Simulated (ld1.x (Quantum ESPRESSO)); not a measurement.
# Reading a pseudo-wave (lutetium)

Columns: radius, all-electron u(r) and pseudo u(r) of the 5p shell (level -31.68 eV) of lutetium in the configuration [Kr] 4d10 4f14 5s2 5p6 5d1 6s2 6p0; PBEsol, scalar-relativistic, PAW scheme, ld1.x (Quantum ESPRESSO) 7.5.

```tsv
r (bohr)	all-electron	pseudo
0.168	-0.3170	-0.0518
0.335	0.4059	-0.1944
0.503	0.3360	-0.3970
0.670	-0.2005	-0.6135
0.838	-0.6532	-0.8019
1.005	-0.8974	-0.9265
1.172	-0.9741	-0.9730
1.340	-0.9445	-0.9451
1.508	-0.8583	-0.8621
1.675	-0.7493	-0.7515
1.842	-0.6366	-0.6368
2.010	-0.5301	-0.5301
2.178	-0.4354	-0.4354
2.345	-0.3545	-0.3545
2.512	-0.2866	-0.2866
2.680	-0.2302	-0.2302
2.848	-0.1841	-0.1841
3.015	-0.1469	-0.1469
3.182	-0.1169	-0.1169
3.350	-0.0926	-0.0926
3.518	-0.0733	-0.0733
3.685	-0.0579	-0.0579
3.852	-0.0457	-0.0457
4.020	-0.0360	-0.0360
4.188	-0.0283	-0.0283
4.355	-0.0222	-0.0222
```

**Question.** How many radial nodes do the two functions have?

**Answer.** The all-electron 5p function has n − l − 1 = 3 (the table is too coarse to show those close to the nucleus); the pseudo-wave has 0, since the states of the same l below it are removed with the core.

**Question.** At about which radius was the pseudo-wave matched?

**Answer.** 1.95 bohr, where the columns begin to agree (steps of 0.17 bohr).

**Question.** Is the pseudo-wave norm-conserving?

**Answer.** No, it belongs to a PAW set: the norm inside the radius is not constrained, and the difference is carried by the augmentation charge.
